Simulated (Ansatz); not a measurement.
`[Cl][Hf]([Cl])([Cl])[SeH]` at its PBE0-D4/def2-TZVP geometry, where that method's forces vanish. Total charge 0; spin multiplicity 1. Hf: def2 effective core potential.

```xyz
6

Cl    1.1386   -0.0269    2.4574
Hf    0.1382   -0.3391    0.3924
Cl   -1.9853   -1.2589    0.5920
Cl    1.4135   -1.7068   -0.9853
Se   -0.0368    1.9853   -0.6430
H    -0.6682    1.3464   -1.8135
```

Task: What forces (eV/Å) does r2SCAN-D4/def2-TZVPP give on these atoms in the Gaussian-basis code of Ansatz? (An estimate is asked.)

Result: Computed: 
```
Cl1  0.055  0.016  0.114
Hf2 -0.006  0.044 -0.027
Cl3 -0.117 -0.056  0.014
Cl4  0.071 -0.080 -0.074
Se5 -0.015  0.070 -0.051
H6   0.012  0.007  0.024
```
